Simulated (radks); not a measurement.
The dysprosium ion Dy5+, configuration [Kr] 4d10 4f8 5s2 5p5. Method: scalar-relativistic Kohn-Sham, LDA (Slater exchange, Perdew-Wang correlation), spin-polarised, spherical densities, finite nucleus; open shells are filled with parallel spins first (spin-orbit coupling, left out, can overturn this in heavy ions); Fermi nuclear charge, rms radius 5.2218 fm; computed with a radial shooting solver on a logarithmic mesh with Libxc functionals.

Unscreened Slater integrals over Kohn-Sham orbitals (cm^-1). They are taken over the spin-up orbitals.

F0(4f,4f): 271250
F2(4f,4f): 130290
F4(4f,4f): 81996
F6(4f,4f): 59059
F0(4f,5p): 171150
F2(4f,5p): 59166
G2(4f,5p): 28366
G4(4f,5p): 22655
F0(4f,5s): 188490
G3(4f,5s): 33280
F0(5p,5p): 142530
F2(5p,5p): 77487
F0(5p,5s): 150690
G1(5p,5s): 101840
F0(5s,5s): 161000

Derived for the open shells (J is the average intra-shell exchange parameter used in DFT+U). 4f: F4/F2 = 0.629, F6/F2 = 0.453, J = (286 F2 + 195 F4 + 250 F6)/6435 = 10570 cm^-1. 5p: J = F2/5 = 15500 cm^-1.
